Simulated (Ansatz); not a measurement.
AlClH₆OSi₂, relaxed with RKS PBE-D4/def2-SVP in Ansatz 0.2.0 from a rough embedded geometry. The force threshold is 0.03 eV/Å; the program also tests the step.

Charge 0, multiplicity 1. The bonds changed during the relaxation, so this is another structure than the one it started from.

Start:

```xyz
11

O    -2.186    0.384   -0.518
Si   -1.394   -0.723    0.449
Si    0.706   -0.814   -0.204
Al    1.761    1.291   -0.034
Cl    0.815   -1.427   -2.215
H    -1.848    1.268   -0.348
H    -1.425   -0.297    1.836
H    -1.976   -2.079    0.288
H     1.483   -1.744    0.587
H     2.981    1.554    0.950
H     1.083    2.586   -0.789
```

```tsv
step	energy (eV)	largest force (eV/Å)	largest move (Å)
1	-36988.9107	1.349	0.000
2	-36989.2546	0.423	0.161
3	-36989.2840	0.232	0.086
4	-36989.2933	0.254	0.049
5	-36989.2997	0.212	0.055
6	-36989.3068	0.759	0.148
7	-36989.3146	0.523	0.063
8	-36989.3291	0.151	0.195
9	-36989.3379	0.290	0.195
10	-36989.3454	0.434	0.197
11	-36989.3824	0.407	0.139
12	-36989.4624	0.327	0.195
13	-36989.4933	0.299	0.195
14	-36989.5151	0.130	0.101
15	-36989.5214	0.245	0.200
16	-36989.5336	0.251	0.088
17	-36989.5389	0.132	0.033
18	-36989.5412	0.105	0.069
19	-36989.5435	0.077	0.056
20	-36989.5444	0.066	0.030
21	-36989.5451	0.036	0.040
22	-36989.5456	0.021	0.035
```

End:

```xyz
11

O    -2.076    0.546   -0.386
Si   -1.575   -0.811    0.475
Si    0.784   -0.733    0.550
Al    1.811    1.273   -0.343
Cl    1.251   -0.692   -1.690
H    -1.585    1.370   -0.215
H    -2.090   -0.845    1.898
H    -2.117   -1.999   -0.264
H     1.475   -1.990    1.021
H     3.390    1.479   -0.345
H     0.731    2.403   -0.700
```

Hardware: 4 threads of an AMD EPYC 7B13 on a shared host. Wall time 30 s, peak host memory 0.19 GiB.
